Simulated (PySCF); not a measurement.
[La(CH3)2]+ at several levels of theory

Computed with PySCF 2.14.0 (density fitting, no spin-orbit coupling) at the geometry relaxed with PBE0:

```xyz
9
[La(CH3)2]+ (singlet)
La    0.0000    0.0000   -0.1871
C     1.8733   -0.1481    1.2682
H     2.6491    0.6091    1.0372
H     1.5857   -0.0134    2.3282
H     2.3639   -1.1398    1.1885
C    -1.8733    0.1481    1.2682
H    -2.6491   -0.6091    1.0372
H    -1.5857    0.0134    2.3282
H    -2.3639    1.1398    1.1885
```

```csv
level,basis,state,HOMO (eV),gap (eV),charge on La1 (e),population of f-type functions on La1 (polarisation alone where 4f lies in the core),dipole about the centre of mass (D),largest force component (eV/Å)
PBE0,"La lcecp-1-SVP with ECP46, C def2-SVP, H def2-SVP",singlet,-11.14,4.51,1.35,0.04,3.83,0.01
BLYP,the same,singlet,-9.89,2.46,1.21,0.04,3.30,0.56
revPBE,the same,singlet,-10.01,2.69,1.24,0.04,3.35,0.29
```

In the lcecp rows the 4f levels are missing from HOMO and gap, and the state counts the valence alone.

Charges are Mulliken's, which hang on the basis. The relaxation used the grid (50, 194), these runs (75, 302) or, all-electron (x2c bases, spin-free X2C Hamiltonian), (99, 590).

**Question.** What does PBE0 with La lcecp-1-TZVP with ECP46, C def2-TZVP, H def2-TZVP give here?

**Answer.** state singlet, HOMO (eV) -11.09, gap (eV) 4.49, charge on La1 (e) 1.60, population of f-type functions on La1 (polarisation alone where 4f lies in the core) 0.05, dipole about the centre of mass (D) 3.96, largest force component (eV/Å) 0.29. Time: 11 s on 2 threads of Arm Neoverse V2, with other jobs on the host, from free ions and atoms.

In the first row's basis the gap widens with exact exchange: 2.5 to 2.7 eV for BLYP, revPBE (none); 4.5 eV for PBE0 (a fixed share).
